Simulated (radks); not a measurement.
Ge7+, configuration [Ar] 3d7.

Calculated with a radial shooting solver on a logarithmic mesh with Libxc functionals: scalar-relativistic Kohn-Sham, r2SCAN, spin-polarised, spherical densities, finite nucleus; open shells are filled with parallel spins first; meta-GGA in the generalised Kohn-Sham scheme; Fermi nuclear charge, rms radius 4.0742 fm.

Energy parts (hartree):
| part | energy |
|---|---|
| total | -2082.34946 |
| kinetic | 2120.67963 |
| electron-nucleus | -4887.27095 |
| Hartree | 759.70885 |
| exchange-correlation | -75.46698 |

Orbitals (lengths in bohr, moments of r in powers of bohr; r(max) is where P^2 peaks; r(90%) holds 90 % of the orbital's charge):
orbital  occ.  eigenvalue (hartree)      <r>  r(90%)     <r^2>   r(max)
1s up       1             -409.3413  0.04701  0.0840  0.002975  0.03073
1s down     1             -409.3417  0.04701  0.0840  0.002975  0.03073
2s up       1             -56.36489   0.2098   0.325   0.05194   0.1759
2s down     1             -56.22219   0.2095   0.324   0.05176   0.1758
2p up       3             -49.85951   0.1838   0.300   0.04138   0.1413
2p down     3             -49.75286   0.1834   0.299   0.04120   0.1412
3s up       1             -11.50801   0.6037   0.895    0.4178   0.5345
3s down     1             -11.28352   0.6066   0.900    0.4219   0.5357
3p up       3              -9.46602   0.6158   0.934    0.4415   0.5326
3p down     3              -9.23944   0.6198   0.941    0.4474   0.5344
3d up       5              -6.13491   0.6257    1.01    0.4736   0.4793
3d down     2              -5.89392   0.6347    1.03    0.4888   0.4834

The highest occupied level is 3d down at -160.38 eV. The spin density at the nucleus is -1.027 e/bohr^3 (1s 0.008, 2s -5.066, 3s 4.031). The density falls to 0.001 e/bohr^3 at r = 1.94 bohr. The electron density at the nucleus is 3.206e+04 e/bohr^3 (large components only).
